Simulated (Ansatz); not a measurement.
Molecule: diethyl(difluoro)germane, C4H10F2Ge, net charge 0, singlet state. SMILES: C[CH2][Ge]([F])([F])[CH2]C
Geometry from a B3LYP-D3(BJ)/def2-TZVP (Ansatz, a first-principles code) optimisation:
```xyz
17

C     -2.3437     1.2780    -0.2248
C     -1.6913    -0.0556    -0.5991
Ge     0.0616    -0.2946     0.2188
F      0.6577    -1.8759    -0.2424
F     -0.1770    -0.4224     1.9495
C      1.4965     0.9871    -0.0928
C      1.8364     1.1478    -1.5771
H     -3.3279     1.3728    -0.6871
H     -1.7444     2.1284    -0.5573
H     -2.4750     1.3670     0.8546
H     -2.3016    -0.9010    -0.2773
H     -1.5641    -0.1467    -1.6799
H      1.1897     1.9370     0.3500
H      2.3576     0.6332     0.4762
H      0.9823     1.5158    -2.1497
H      2.1474     0.1997    -2.0183
H      2.6518     1.8602    -1.7144
```
Charge 0, spin multiplicity 1.

Parts of the frozen-core correlation energy in aug-cc-pVDZ (Ansatz, hartree). Frozen orbitals: 20; correlated occupied orbitals by spin: 22 and 22; virtual: 222 and 222. Spin-orbit coupling is left out. No relativistic terms.

| term | value |
|---|---|
| reference (HF) | -2431.65407 |
| MP2 opposite-spin | [?] |
| MP2 same-spin | [?] |
| CCSD correlation | [?] |
| (T) | -0.03555 |
| T1 diagnostic | 0.012 |
| largest doubles amplitude | 0.015 |

Task: Complete the blanks.

Result: 
- MP2 opposite-spin, value: -0.83960
- MP2 same-spin, value: -0.27559
- CCSD correlation, value: -1.17993
